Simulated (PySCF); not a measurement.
CCl3, SMILES Cl[C+](Cl)Cl, charge +1. Atoms are numbered in the order given.

```xyz
4

C      0.0000     0.0000     0.0000
Cl     1.6556     0.0000     0.0000
Cl    -0.8278     1.4338     0.0000
Cl    -0.8278    -1.4338     0.0000
```
Charge +1, spin multiplicity 1.

Geometry optimised at r2SCAN-D4/def2-SVP.

All values below come from B3LYP/def2-TZVPD run with PySCF.

Gas-phase values at a fixed geometry.

| Quantity | Value |
|---|---|
| total energy | -1418.44385 hartree |
| point group | D3h |
| highest occupied level | -15.17 eV |
| lowest empty level | -10.20 eV |
| orbital gap | 4.96 eV |
| dipole moment about the centre of nuclear charge | 0.00 D |
| mean static polarisability | 51.0 bohr³ (7.55 Å³) |
| polarisability, principal values | 32.5, 60.2, 60.2 bohr³ |
